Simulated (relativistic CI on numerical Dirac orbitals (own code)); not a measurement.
Sensitivity of the levels of Ho²⁹⁺ to α and to the nuclear radius

These numbers are calculated, not measured: Dirac-Coulomb-Breit CI, KLI orbitals optimised for each configuration, derivatives by finite differences, unscaled Slater integrals, QED left out (own radial code, finite nucleus).

CI space (outside the closed core [Ar] 3d10): 4s²4p⁶4d², 4s²4p⁵4d³, 4s²4p⁶4d4f, 4s4p⁶4d²4f, 4s²4p⁶4f5s, 4s²4p⁶4f², 4s4p⁶4f³, 4p⁶4d⁴, 4p⁵4d⁵. Double excitations out of closed p, d and f shells are left out; levels of such configurations are missing from the list, as are those of other unlisted configurations, and high levels can miss mixing partners.

With x = (α/α₀)² − 1 an excitation energy changes as ω = ω₀ + qx; K = 2q/ω₀ is the relative enhancement. Terms are leading LS components, so labels can repeat. The field-shift factor is F = δν/δ⟨r²⟩ for the transition from the lowest level.

Lowest level 4s²4p⁶4d² ³F2.

```csv
Level,ω₀ (cm⁻¹),q (cm⁻¹),K,F (GHz/fm²)
4s²4p⁶4d² ³P0,53944,6511,0.241,0.259
4s²4p⁶4d² ³F3,76881,84250,2.19,1.6
4s²4p⁶4d² ³P2,105035,82870,1.58,1.72
4s²4p⁶4d² ³F4,111543,93030,1.67,1.9
4s²4p⁶4d² ³P1,113866,84730,1.49,1.79
4s²4p⁶4d² ¹G4,180215,161300,1.79,3.22
4s²4p⁶4d² ³P2,195544,170100,1.74,3.44
4s²4p⁶4d² ¹S0,260030,163400,1.26,3.28
4s²4p⁵4d³ ⁵F°2,1026832,48320,0.0941,4.75
4s²4p⁵4d³ ⁵D°1,1033748,55830,0.108,4.94
4s²4p⁵4d³ ⁵D°0,1048027,60080,0.115,5.38
4s²4p⁵4d³ ⁵F°3,1059244,67460,0.127,4.89
4s²4p⁵4d³ ⁵D°3,1084870,102600,0.189,5.6
```

At this charge energies of transitions that change n are usually good to better than 1 %, and those within a shell (Δn = 0) to a few per cent. Terms inside the open d or f shell come out 10 to 20 % too wide with unscaled integrals.
